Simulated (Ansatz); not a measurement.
```yaml
crystal:
  periodic: [true, true, true]
  atoms:
    - {symbol: C, position_ang: [0.781586, -2.672431, 0.736331]}
    - {symbol: C, position_ang: [0.546701, -1.646464, 0.151141]}
    - {symbol: Sn, position_ang: [0.149378, 0.097949, -0.854489]}
    - {symbol: Cl, position_ang: [-1.349431, -0.335166, -2.546551]}
    - {symbol: Cl, position_ang: [2.086595, 0.854605, -1.840268]}
    - {symbol: C, position_ang: [-0.609919, 1.575139, 0.351146]}
    - {symbol: C, position_ang: [-1.055666, 2.445220, 1.054349]}
    - {symbol: H, position_ang: [0.989741, -3.581337, 1.254320]}
    - {symbol: H, position_ang: [-1.450485, 3.216186, 1.676821]}
basis:
  gaussian: {orbitals: def2-SVP}
hamiltonian: {xc: {name: PBE}, dispersion: d4}
```

```sh
$ ansatz run in.yaml --threads 4 --pin off --events-out ev --progress --plain --max-ram 11315MiB
```

Shortened log:

```
Error: YAML parse error: error: line 2 column 3: crystal: missing field `lattice` (a structure is typed as `lattice` and `atoms`, a molecule's as `atoms` in Å alone, or read from a run's directory, `checkpoint`)
 --> <input>:2:3
1 | crystal:
2 |   periodic: [true, true, true]
3 |   atoms:
4 |     - {symbol: C, position_ang: [0.781586, -2.672431, 0.736331]}
```

**Question.** What is wrong with this run?

**Answer.** The molecule is marked periodic without a cell. The program refused the input.
